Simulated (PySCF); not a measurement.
## Energy of Au²⁺ (gold, charge +2) between two integer charges

The 5d beta orbital of [Xe] 4f14 5d9 is emptied in steps (occupation f), with all orbitals relaxed, ending at [Xe] 4f14 5d8. Calculation: PySCF 2.14, in def2-SVP with the def2 core potential (60 electrons) (6s3p2d1f, 32 functions); a scalar-relativistic core potential. The exact energy is a straight line in f; departures are measured from the line between the end points of the same method.

```csv
f,PBE0 (eV),r2SCAN (eV),LC-wPBE (eV)
1,0.000,0.000,0.000
0.8,-0.711,-0.941,-0.245
0.6,-1.073,-1.415,-0.371
0.4,-1.078,-1.418,-0.374
0.2,-0.721,-0.947,-0.251
0,0.000,0.000,0.000
```

```csv
method,E(f=0) − E(f=1) (eV),−ε at f=1 (eV),−ε at f=0.4 (eV)
PBE0,32.780,28.362,33.655
r2SCAN,32.592,26.730,33.760
LC-wPBE,32.714,31.207,33.011
```

Orbital energy along the path (eV):

```
  f     PBE0   r2SCAN  LC-wPBE
  1  -28.362  -26.730  -31.207
0.8  -30.093  -29.048  -31.781
0.6  -31.860  -31.396  -32.386
0.4  -33.655  -33.760  -33.011
0.2  -35.471  -36.138  -33.648
  0  -37.307  -38.519  -34.298
```

Reference removal energy between the ground levels: 30 ± 1.6 eV (theoretical estimate listed by NIST; NIST Atomic Spectra Database, ionization energies). The calculation has no spin-orbit coupling. The determinant left behind need not be the lowest term of the ion.
